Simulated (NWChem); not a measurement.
Species: GeNH₃S, singlet; SMILES [NH2][Ge][SH]

```xyz
6

Ge    -0.4469    -0.5323     0.0000
N      1.2418    -1.2010     0.0000
H      1.4042    -2.2021     0.0000
H      2.1070    -0.6692     0.0000
S      0.1978     1.6378     0.0000
H     -1.0678     2.1066     0.0000
```
Atoms are numbered in this order, from 1.

Low-valent species are run as closed-shell singlets; no triplet was tried in these runs. All runs use the structure optimised with PBE0/def2-SVP.

Symmetry labels are those of Cs in the frame above (b1 and b2, or b-type labels, depend on it).

### Question
List the 4 lowest vertical singlet excitations from LDA (Slater exchange, VWN5)/def2-SVPD, TDA (NWChem).

### Answer
```csv
state,energy (eV),oscillator strength,symmetry,leading excitation (squared amplitude)
S1,4.35,0.028,a",HOMO → LUMO (0.96)
S2,4.44,0.039,a',HOMO−1 → LUMO (0.86)
S3,5.31,0.007,a",HOMO−1 → LUMO+1 (0.99)
S4,5.62,0.024,a',HOMO → LUMO+2 (0.65)
```
